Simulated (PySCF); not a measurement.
C2H2Cl2. Atoms are numbered in the order given.

```xyz
6

Cl    -0.0505     2.1576     0.0000
C      0.4457     0.4977     0.0000
C     -0.4457    -0.4977     0.0000
Cl     0.0505    -2.1576     0.0000
H      1.5256     0.3421     0.0000
H     -1.5256    -0.3421     0.0000
```
Charge 0, spin multiplicity 1.

Coordinates come from a TPSSh-D3(BJ)/def2-SVP optimisation.

Calculation: SMD-ωB97X/6-31G* (PySCF).

Solvation free energies are E(SMD) − E(gas) at the gas-phase geometry, for 1 M in both phases. In vacuum the dipole moment is 0.00 D.

### Question
Rank water, dichloromethane, toluene by solvation free energy, most negative first.

### Answer
dichloromethane (-4.3 kcal/mol), toluene (-3.3 kcal/mol), water (-0.4 kcal/mol)
